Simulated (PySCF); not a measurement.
# One molecule, several mistakes: AlBGeH6N

Calculated results; nothing here was measured. The program is PySCF 2.14.0, an open-source quantum chemistry code, run on an isolated molecule that a program drew, which may never have been made. The molecule is AlBGeH6N (charge 0, doublet), drawn as the SMILES string `[BH2][GeH][NH][AlH2]`.

Each row is a Hartree-Fock (HF) and frozen-core CCSD(T) single point in the cc-pV(D+d)Z basis, meant for a local HF minimum. Run 1 is clean. Each other run has one planted mistake out of seven kinds, and not every kind appears here: one electron removed, one electron added, multiplicity raised by two, geometry at a saddle point, minimal basis STO-3G, one bond length entered in bohr, all coordinates scaled. The reference is restricted for singlets and unrestricted otherwise, and also for a bond in bohr. Adding or removing an electron swaps singlet and doublet. Electrons count all cores. HOMO and LUMO are orbital energies over both spins, the gradient is its largest component, and the lowest frequency (negative if imaginary) is given only where the gradient is small. Bond lengths are over the 9 bonds as drawn. T1 is the CCSD diagnostic: over 0.02 (restricted) or 0.045 (unrestricted) a single reference is doubtful. Germanium has the cc-pVDZ-PP basis, with a core potential (ECP10MDF) in place of its 10 inner electrons, and its 3s, 3p and 3d shells are frozen in CCSD(T).

Geometry of the clean run:
```xyz
10
AlBGeH6N, angstrom
B     2.0235   -0.1925   -1.1317
Ge    1.1328   -0.3630    0.6148
N    -0.6702   -0.3027    0.8820
Al   -1.6501   -0.4361    2.3703
H     3.2184   -0.2502   -1.1648
H     1.3631   -0.0361   -2.1185
H     1.7790   -0.5659    1.9828
H    -1.1669   -0.1692    0.0152
H    -3.2185   -0.3386    2.2414
H    -0.8983   -0.6447    3.7385
```

| run | electrons | basis functions | <S^2> | HOMO (eV) | LUMO (eV) | gradient (hartree/bohr) | lowest frequency (cm^-1) | mean bond (Å) | longest bond (Å) | T1 | HF (hartree) | CCSD(T) (hartree) | mistake |
|---|---|---|---|---|---|---|---|---|---|---|---|---|---|
| 1 | 63 | 104 | 0.758 | -7.34 | 0.86 | 2.0e-05 | 62 | 1.5177 | 1.968 | 0.0172 | -617.91531 | -618.38749 | no fault |
| 2 | 62 | 104 | 0.000 | -15.31 | -5.86 | 5.9e-02 | - | 1.5177 | 1.968 | 0.0215 | -617.67336 | -618.12944 | one electron removed |
| 3 | 63 | 104 | 3.764 | -5.23 | -3.32 | 7.1e-02 | - | 1.5177 | 1.968 | 0.0560 | -617.69325 | -618.16483 | multiplicity raised by two |
| 4 | 63 | 104 | 1.510 | -7.35 | 0.81 | 2.1e-02 | - | 1.6173 | 1.968 | 0.0613 | -617.77723 | -618.24734 | ? |

**Which mistake was planted in run 4, and what did it cost?**

The mean bond changes by a factor of 1.066 and the longest by 1.000, so the molecule wasn't scaled as a whole. A length L in bohr read as angstrom grows by (1/0.5292 - 1) L = 0.890 L. The 9 bonds together grew by 9 x 0.0996 = 0.896 Å, which gives L = 1.008 Å. That is bond N3-H8, 1.008 Å in the clean geometry. So the mistake is: one bond length entered in bohr. Subtracting run 1 and multiplying by 627.51 kcal/mol a hartree, the energy moved by 86.6 kcal/mol in HF and 87.9 kcal/mol in CCSD(T).

Cautions from the logs. Run 2: T1 is over the limit, so its CCSD(T) energy is less reliable; run 3: T1 is over the limit, so its CCSD(T) energy is less reliable; run 4: T1 is over the limit, so its CCSD(T) energy is less reliable.
